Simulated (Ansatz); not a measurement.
Reactions of C$_{2}$H$_{5}$FO$_{2}$Si (`CO[Si]1(F)CO1`).

Gas-phase electronic energies from Ansatz, PBE0-D4/def2-TZVP geometries. CCSD(T)/CBS adds triple-zeta CCSD(T) − MP2 to the extrapolated MP2 energy (def2 sets, frozen cores). This one scheme is used for every species. For Se outer-core shells are correlated without core-valence functions, which leaves a few kJ/mol of doubt a bond. Scalar relativity is left out up to krypton. Each species was taken in one conformer, which may not be the lowest.

Problem. Order these by ΔE at CCSD(T)/CBS, lowest first. (Estimate.)
A. `CO[Si]1(F)CO1` + `FCCCl` → `F[SiH]1CO1` + `COC(F)CCl`
B. `CO[Si]1(F)CO1` + `C[SiH](Cl)N=C=O` → `CO[Si]1(Cl)CO1` + `C[SiH](F)N=C=O`
C. `CO[Si]1(F)CO1` + `NB(F)[SeH]` → `F[Si]1([SeH])CO1` + `COB(N)F`
D. `CO[Si]1(F)CO1` + `CB(O)S` → `CSB(C)O` + `O[Si]1(F)CO1`

Solution. D (-0.51 eV), C (-0.28 eV), B (-0.02 eV), A (+1.39 eV).

Largest T1 diagnostic: 0.014, for `C[SiH](F)N=C=O`.
